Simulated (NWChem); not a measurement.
System: WNH2O2Cl; SMILES [NH]=[W](=[O])([OH])[Cl]

The following NWChem deck was run.

```
start job
memory heap 200 mb stack 900 mb global 1100 mb
geometry units angstroms
  W      0.096523    -0.167274     0.043715
  O      1.702444     0.252189     0.340518
  N     -0.040299    -1.272183    -1.346297
  H      0.131458    -1.921333    -2.113390
  Cl    -0.891898     1.710397    -0.562049
  O     -0.744731    -0.801224     1.567733
  H     -1.007283    -1.336563     2.327671
end
basis spherical
  * library def2-svp
end
ecp
  W library def2-ecp
end
dft
  xc pbe0
  iterations 150
end
driver
  maxiter 120
end
task dft optimize
```

NWChem printed, in part:

```
             Northwest Computational Chemistry Package (NWChem) 7.3.0
             --------------------------------------------------------

 C1  symmetry detected

                             Geometry "geometry" -> ""
                             -------------------------

 Output coordinates in angstroms (scale by  1.889725989 to convert to a.u.)

  No.       Tag          Charge          X              Y              Z
 ---- ---------------- ---------- -------------- -------------- --------------
    1 W                   74.0000     0.02975872    -0.20313043     0.01928555
    2 O                    8.0000     0.51768687    -0.56801526     1.59148422
    3 N                    7.0000     1.27335970    -0.66192934    -1.17009987
    4 H                    1.0000     2.08430888    -1.04652717    -1.65360148
    5 Cl                  17.0000    -0.10712828     1.99823010    -0.05034370
    6 O                    8.0000    -1.64266249    -0.90164798    -0.36452726
    7 H                    1.0000    -2.37898664    -1.50092145    -0.54264299

 Effective nuclear repulsion energy (a.u.)     951.7242245269

                                Z-matrix (autoz)
                                --------

 Units are Angstrom for bonds and degrees for angles

[...]

      ----------------------
      Optimization converged
      ----------------------

  Step       Energy      Delta E   Gmax     Grms     Xrms     Xmax
  ---- ---------------- -------- -------- -------- -------- --------
@   19    -733.17804131 -3.4D-07  0.00003  0.00001  0.00084  0.00161
                                     ok       ok       ok       ok

                                Z-matrix (autoz)
                                --------

 Units are Angstrom for bonds and degrees for angles

      Type          Name      I     J     K     L     M      Value     Gradient
      ----------- --------  ----- ----- ----- ----- ----- ---------- ----------
    1 Stretch                  1     2                       1.69997   -0.00003
    2 Stretch                  1     3                       1.74437   -0.00002
    3 Stretch                  1     5                       2.29609    0.00001
    4 Stretch                  1     6                       1.88161   -0.00003
    5 Stretch                  3     4                       1.01693   -0.00003
    6 Stretch                  6     7                       0.96323   -0.00002
    7 Bend                     1     3     4               148.87996   -0.00000
    8 Bend                     1     6     7               127.70857   -0.00000
    9 Bend                     2     1     3               108.38749    0.00000
   10 Bend                     2     1     5               109.43505   -0.00001
   11 Bend                     2     1     6               108.92720   -0.00000
   12 Bend                     3     1     5               107.84329    0.00001
   13 Bend                     3     1     6               108.28344    0.00001
   14 Bend                     5     1     6               113.82709   -0.00001
   15 Torsion                  2     1     3     4          -3.20803    0.00000
   16 Torsion                  2     1     6     7        -122.79154   -0.00001
   17 Torsion                  3     1     6     7          -5.11380   -0.00000
   18 Torsion                  4     3     1     5         115.17491    0.00000
   19 Torsion                  4     3     1     6        -121.23067   -0.00000
   20 Torsion                  5     1     6     7         114.79909    0.00001

                         Geometry "geometry" -> "geometry"
                         ---------------------------------

 Output coordinates in angstroms (scale by  1.889725989 to convert to a.u.)

  No.       Tag          Charge          X              Y              Z
 ---- ---------------- ---------- -------------- -------------- --------------
    1 W                   74.0000    -0.01785759    -0.12395651     0.05669598
    2 O                    8.0000     0.63525879    -0.59314197     1.55443278
    3 N                    7.0000     1.03292547    -0.70572273    -1.20831151
    4 H                    1.0000     1.89019610    -1.18178633    -1.47776401
    5 Cl                  17.0000    -0.06936139     2.16805297    -0.06999964
    6 O                    8.0000    -1.70236609    -0.93502233    -0.15556210
    7 H                    1.0000    -1.99245852    -1.51236465    -0.86993703

 Effective nuclear repulsion energy (a.u.)     938.7943272279

                Final and change from initial internal coordinates
                --------------------------------------------------

                                Z-matrix (autoz)
                                --------

 Units are Angstrom for bonds and degrees for angles

[...]
```

Level: PBE0/def2-SVP with def2 effective core potentials on W. Not confirmed as a minimum by frequencies. def2 effective core potentials on W; no spin-orbit coupling.
